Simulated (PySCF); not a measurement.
**Hg²⁺: excitation energy**

Hg²⁺ [Xe] 4f14 5d10 (1S) → Hg²⁺ [Xe] 4f14 5d9 6s1 (3D), as a difference of total energies. Computed with PySCF 2.14 in ANO-RCC-VTZP (8s7p5d3f1g, 84 functions), with the spin-free X2C one-electron Hamiltonian (Gaussian nucleus). Correlated levels: valence: [Xe] 4f14 frozen. The calculations carry no spin-orbit coupling.

```csv
method,excitation energy (eV)
UHF,5.849
MP2 (valence),6.233
SCS-MP2 (valence),6.315
CCSD (valence),6.140
CCSD(T) (valence),6.154
```

Problem. How much does correlation contribute at CCSD(T) (valence)?

Solution. 6.154 − (5.849) = 0.305 eV, measured against UHF.

A first-order spin-orbit estimate (lowest level to lowest level, LS coupling) adds -0.792 eV.

The basis was made for the ground configuration and has no added diffuse functions, so the excitation energy can come out too high.
